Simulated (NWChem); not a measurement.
Lowest excitation of C₂H₅Be (+1)

```
C
H 1 1.1092
H 1 1.1092 2 106.38
C 1 1.5393 2 112.29 3 123.21
H 4 1.0992 1 112.53 2 -178.15
H 4 1.0992 5 108.92 1 125.51
H 4 1.1035 5 107.42 6 116.05
Be 1 1.6907 2 103.47 3 -108.67
```
Charge +1, spin multiplicity 1.

Program: NWChem. Structure: optimised with B3LYP/def2-SVP, a minimum by its harmonic frequencies.

Basis set: def2-SVP.

```json
[
 {"method": "CIS", "lowest vertical singlet excitation energy (eV)": "4.10", "relative cost": "1", "difference from EOM-CCSD": "+0.66"},
 {"method": "TD-PBE", "lowest vertical singlet excitation energy (eV)": "2.72", "relative cost": "under 3", "difference from EOM-CCSD": "-0.72"},
 {"method": "TD-BHandHLYP", "lowest vertical singlet excitation energy (eV)": "3.49", "relative cost": "under 3", "difference from EOM-CCSD": "+0.05"},
 {"method": "TD-B3LYP", "lowest vertical singlet excitation energy (eV)": "3.07", "relative cost": "3", "difference from EOM-CCSD": "-0.37"},
 {"method": "EOM-CCSD", "lowest vertical singlet excitation energy (eV)": "3.44", "relative cost": "5", "difference from EOM-CCSD": "0.00"}
]
```

The values span 1.38 eV, from TD-PBE (lowest) to CIS (highest). The cost column gives rough processor time relative to CIS; each entry includes its own SCF.

The correlated methods keep 3 core orbitals frozen. B3LYP has NWChem's definition, with VWN1-RPA local correlation. The spin multiplicity of the parent species was assumed, not shown to be that of its ground state. The structure started from a generated list of species. Differences from the coupled-cluster row are differences between methods, not errors against experiment.
